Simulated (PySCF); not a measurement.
Compound: C₇H₁₅Si (charge +1).
Atom-mapped SMILES: `[CH3:1][Si+:2]([CH3:3])[CH2:4][CH2:5][CH:6]1[CH2:7][CH2:8]1` (hydrogens: H9, H10, H11 on C1; H12, H13, H14 on C3; H15, H16 on C4; H17, H18 on C5; H19 on C6; H20, H21 on C7; H22, H23 on C8)

Structure used (PBE0-D3(BJ)/def2-SVP), in Å, numbered top down from 1:
```xyz
23
C7H15Si angstrom
C     -2.5175    0.5926    1.2551
Si    -1.7583   -0.7884    0.3188
C     -2.8870   -1.9880   -0.4855
C      0.0645   -0.8675    0.1422
C      0.6059    0.3395   -0.6718
C      2.1116    0.3130   -0.7268
C      2.8798    1.5933   -0.8582
C      2.9109    0.8322    0.4335
H     -3.1361    1.2056    0.5746
H     -3.2082    0.1962    2.0201
H     -1.7716    1.2383    1.7392
H     -2.3549   -2.7804   -1.0294
H     -3.5457   -2.4459    0.2743
H     -3.5566   -1.4526   -1.1830
H      0.3665   -1.8212   -0.3185
H      0.5088   -0.8335    1.1556
H      0.1950    0.3249   -1.6963
H      0.2773    1.2882   -0.2132
H      2.5222   -0.5564   -1.2523
H      2.3176    2.5312   -0.8857
H      3.7716    1.5912   -1.4891
H      3.8273    0.3055    0.7100
H      2.3689    1.2596    1.2836
```

The closed-shell ground state was solved at several levels (PySCF, density fitting, gas phase, non-relativistic).

```
          level  basis functions  total energy (Eh)  HOMO (eV)  LUMO (eV)  gap (eV)
B3LYP/def2-SVPD              284          -564.7390     -11.20      -7.38      3.82
   KT2/pcSseg-1              218          -572.3398     -10.28      -8.19      2.09
```

**Question.** Estimate the row for PBE0/pcSseg-1, a basis of 218 functions; the other rows only guide the guess.

**Answer.** Total energy -564.4783 Eh, HOMO -11.42 eV, LUMO -7.28 eV, gap 4.14 eV.

**Question.** Over all these levels, which gives the widest orbital gap and which the narrowest?

**Answer.** PBE0/pcSseg-1 (global hybrid, 25 % exact exchange) has the widest, 4.14 eV, and KT2/pcSseg-1 (GGA) the narrowest, 2.09 eV. The two share the basis. From the narrowest to the widest the HOMO moves by -1.14 eV and the LUMO by +0.91 eV.

One conformer stands for the species.
